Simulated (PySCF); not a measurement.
Sn(Cl)2(OH)(NH2) (Cl₂H₃NOSn), SMILES [Sn]([Cl])([OH])([NH2])[Cl].

The structure is a stationary point at B3LYP-D3(BJ)/def2-SVP. The structure was generated by enumeration; whether it is a known compound was not checked. The def2 effective core potentials stand for the cores of Sn; spin–orbit coupling is left out. The values are those of a single conformer.

Computed with PBE/def2-TZVP (PySCF).

The molecule is in vacuum.

Problem. Estimate the frontier levels, gap, dipole moment and polarisability. (The exact figures need the calculation; the answer reports its results.)

Solution. 
| Quantity | Value |
|---|---|
| highest occupied level | -7.02 eV |
| lowest empty level | -3.34 eV |
| orbital gap | 3.68 eV |
| dipole moment | 1.55 D |
| quadrupole, principal values (traceless, Buckingham form, about the centre of nuclear charge) | -9.27, -3.11, 12.38 D·Å |
| mean static polarisability | 76.4 bohr³ (11.32 Å³) |
| polarisability, principal values | 67.7, 78.5, 83.1 bohr³ |
